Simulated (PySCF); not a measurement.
GeF₃Br, SMILES [F][Ge]([F])([F])[Br].

The structure is a stationary point at PBE0-D3(BJ)/def2-SVP.

Method: TDDFT-PBE/def2-SVPD in PySCF.

Vertical excitations; the highest root listed may be one member of a degenerate set.  State labels are in the subgroup Cs.

Computed excitation energies, oscillator strengths and character:
| state | symmetry | energy (eV) | λ (nm) | f | main pairs |
|---|---|---|---|---|---|
| S1 | A' | 5.42 | 229 | 0.009 | HOMO→LUMO (degenerate set) |
| S2 | A" | 5.42 | 229 | 0.009 | HOMO−1→LUMO (degenerate set) |
| S3 | A" | 7.01 | 177 | 0.000 | HOMO−3→LUMO 100 % |
| S4 | A' | 7.31 | 170 | 0.008 | HOMO−4→LUMO (degenerate set) |
| S5 | A" | 7.31 | 170 | 0.008 | HOMO−5→LUMO (degenerate set) |
| S6 | A' | 7.38 | 168 | 0.143 | HOMO−2→LUMO 85 % |
| S7 | A" | 7.69 | 161 | 0.020 | HOMO−6→LUMO (degenerate set) |
| S8 | A' | 7.69 | 161 | 0.020 | HOMO−7→LUMO (degenerate set) |
| S9 | A" | 8.19 | 151 | 0.000 | HOMO→LUMO+1 50 %, HOMO−1→LUMO+2 50 % |
| S10 | A" | 8.26 | 150 | 0.000 | HOMO−1→LUMO+2 50 %, HOMO→LUMO+1 50 % |
| T1 | A' | 4.98 | 249 | 0 | HOMO→LUMO (degenerate set) |
| T2 | A" | 4.98 | 249 | 0 | HOMO−1→LUMO (degenerate set) |
| T3 | A' | 6.48 | 191 | 0 | HOMO−2→LUMO 98 % |
| T4 | A" | 6.74 | 184 | 0 | HOMO−3→LUMO 100 % |
Triplets are in the Tamm–Dancoff approximation, which puts them higher than full response would, so one can lie above its singlet here.
